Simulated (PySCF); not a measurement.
Magnetisability: SMILES CC=C=CC=C1CCC1, C9H12

Cartesian coordinates in Å; atom numbers follow the order of the lines, from 1:
```xyz
21

C     4.333   -0.241   -0.210
C     3.289    0.811   -0.452
C     2.020    0.575   -0.568
C     0.742    0.323   -0.665
C    -0.164    0.321    0.467
C    -1.467    0.084    0.363
C    -2.387   -0.216   -0.790
C    -3.564   -0.247    0.204
C    -2.588    0.031    1.363
H     4.891   -0.010    0.698
H     5.038   -0.265   -1.041
H     3.877   -1.222   -0.104
H     3.661    1.826   -0.540
H     0.306    0.108   -1.633
H     0.271    0.524    1.437
H    -2.442    0.567   -1.546
H    -2.188   -1.165   -1.289
H    -4.077   -1.203    0.266
H    -4.299    0.539    0.045
H    -2.759    0.963    1.902
H    -2.503   -0.776    2.092
```

The calculation used GIAO KT3/pcSseg-1 magnetisability, rotational g tensor and spin-rotation constants, non-relativistic, gas phase (PySCF 2.14.0). Geometry: GFN2-xTB.

Question: What are the magnetisability and the molar susceptibility?

Answer: Isotropic -1280 × 10⁻³⁰ J/T², or -77.1 × 10⁻⁶ cm³/mol; principal values -1340, -1285, -1215 × 10⁻³⁰ J/T², anisotropy 109 × 10⁻³⁰ J/T² (root of half the summed squared differences of the principal values). The susceptibility is in cgs units.

Question: Split it along the inertial axes a, b, c into diamagnetic and paramagnetic parts about the centre of mass, with the quadrupole moment.

Answer: 
```csv
axis,χ (10⁻⁶ cm³/mol),diamagnetic (10⁻⁶ cm³/mol),paramagnetic (10⁻⁶ cm³/mol),summed x² of all electrons (Å²),quadrupole Θ (D Å)
a,-78.3,-318.1,239.9,524.1,+6.34
b,-76.7,-2339.1,2262.4,47.8,-2.25
c,-76.3,-2426.3,2350.1,27.2,-4.09
```
Anisotropies 2χaa − χbb − χcc = -3.6 and 2χbb − χaa − χcc = +1.2 × 10⁻⁶ cm³/mol. Θ is traceless in Buckingham's convention.

Question: And the rotational g tensor?

Answer: 
```csv
axis,rotational constant (GHz),g,nuclear part,electronic part
a,6.6856,-0.0610,0.6925,-0.7534
b,0.5544,-0.0042,0.5851,-0.5893
c,0.5345,-0.0038,0.5863,-0.5901
```
Asymmetric top; isotopes 12C, 1H; no vibrational averaging.
